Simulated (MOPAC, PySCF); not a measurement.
C$_{3}$H$_{5}$N, SMILES `C=C=CN`, neutral singlet in the gas phase. 

Cartesian coordinates (Å):
```xyz
9

C      1.8500     0.3238    -0.4272
C      0.6284    -0.1254    -0.4104
C     -0.5948    -0.5814    -0.3464
N     -1.7704     0.1730    -0.4242
H      2.4385     0.3486    -1.3415
H      2.3357     0.6928     0.4736
H     -0.7487    -1.6390    -0.1478
H     -1.6267     1.1033    -0.7879
H     -2.5120    -0.2957    -0.9225
```
Charge 0, spin multiplicity 1.

All levels are single points at this geometry (PBE0-D3(BJ)/def2-TZVP); Pople sets use spherical d functions. Orbital energies aren't observables, and empty levels follow the basis.

| level | HOMO (eV) | LUMO (eV) | gap (eV) | dipole (D) | vertical IE, Delta-SCF (eV) |
|---|---|---|---|---|---|
| PBE-D3(BJ)/def2-TZVP in PySCF | -4.83 | -0.85 | 3.98 | 1.44 | 8.09 |
| ωB97X-D3(BJ)/def2-TZVP in PySCF | -8.38 | 2.22 | 10.60 | 1.38 | 8.30 |
| B3LYP/6-31G* in PySCF | -5.43 | 0.52 | 5.94 | 1.52 | 7.94 |
| M06-2X/6-31G* in PySCF | -6.91 | 1.63 | 8.54 | 1.49 | – |
| PBE/6-31G* in PySCF | -4.43 | -0.29 | 4.13 | 1.58 | 7.83 |
| SVWN5/6-31G* in PySCF | -4.51 | -0.48 | 4.04 | 1.61 | 8.00 |
| HF/3-21G in PySCF | -8.44 | 4.80 | 13.24 | 1.62 | – |
| PM6 in MOPAC | -8.65 | 1.05 | 9.69 | 1.61 | – |
| PM7 in MOPAC | -8.77 | 0.92 | 9.68 | 1.68 | – |
